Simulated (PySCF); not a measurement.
Bonds (- single, = double, # triple, : aromatic): C1-C2, C2-C3, C2-C4, C4-Si5, C4-C6, C6-F7, C6=C8, C8-F9. C1 carries H10, H11, H12; C2 carries H13; C3 carries H14, H15, H16; C4 carries H17; Si5 carries H18, H19, H20; C8 carries H21. Stereochemistry as in CC(C)[C@H]([SiH3])/C(F)=C/F.

Theoretical values (PySCF 2.14): shielding tensors at PBE0/pcSseg-1 (GIAO), GFN2-xTB geometry. Relativity neglected, one computed conformer, no solvent, fast rotation and ring inversion assumed for equivalent nuclei.

Referencing at the same level of theory: ¹³C (σ = 186.93 ppm) and ¹H (σ = 31.72 ppm) and ²⁹Si (σ = 349.16 ppm) vs TMS; CFCl3 for ¹⁹F (σ = 170.95 ppm).

```
      atoms  nucleus  count  δ (ppm)
H14/H15/H16       ¹H      3     1.07
         C2      ¹³C      1     31.6
         C8      ¹³C      1    140.6
H18/H19/H20       ¹H      3     4.07
        H17       ¹H      1        ?
        Si5     ²⁹Si      1    -59.6
         F7      ¹⁹F      1   -150.7
         C6      ¹³C      1    161.6
         C3      ¹³C      1        ?
        H13       ¹H      1     2.00
         C4      ¹³C      1        ?
H10/H11/H12       ¹H      3        ?
         C1      ¹³C      1        ?
        H21       ¹H      1     6.39
         F9      ¹⁹F      1   -170.4
```

Complete the table.

Answers


- C4: 35.1 ppm, allylic sp3 CH bonded to Si
- C3: 25.2 ppm, methyl carbon; a saturated carbon with 1 carbon neighbour and no heteroatom attached
- C1: 24.8 ppm, methyl carbon; a saturated carbon with 1 carbon neighbour and no heteroatom attached
- H10/H11/H12: 1.02 ppm, hydrogen on a methyl carbon; far from electronegative atoms and π systems
- H17: 0.97 ppm, hydrogen on an allylic sp3 CH bonded to Si

Shifts are as computed. Against solution values, carbons near 30 ppm lie about +3 ppm off and those near 130 ppm about +5 ppm. Of 1211 compounds with measured shifts, 218 miss one by over three times the rms of a fit or turn the order of signals round; such compounds aren't used in these exercises. Unscaled 19F shifts against computed CFCl3 carry errors that often reach 10 to 50 ppm.
